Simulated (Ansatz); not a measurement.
`S[S][GeH3]`. Total charge 0; spin multiplicity 1. Correlated methods include outer-core shells of Ge, which these sets cover unevenly. Scalar relativity is left out up to krypton.

Cartesian coordinates in Å:
```
S -0.7136 0.6521 2.0214
S -0.4755 -1.0888 0.9493
Ge 0.0687 -0.2192 -1.0356
H 0.5572 0.7970 2.4432
H 1.3858 0.5570 -0.8900
H 0.2354 -1.4117 -1.9915
H -1.0580 0.7137 -1.4968
```

Task: Give the diagnostics of a CCSD(T)/def2-TZVPP run (frozen core, Ansatz). (Best estimate.)

Result: The calculation gave: T1 = 0.0118, largest single amplitude 0.013, largest double 0.028, (T) share of the correlation energy 4.1 %, 9 CCSD cycles. The RHF solution is stable towards an unrestricted one. T1 lies under the customary mark of 0.02 for closed shells.
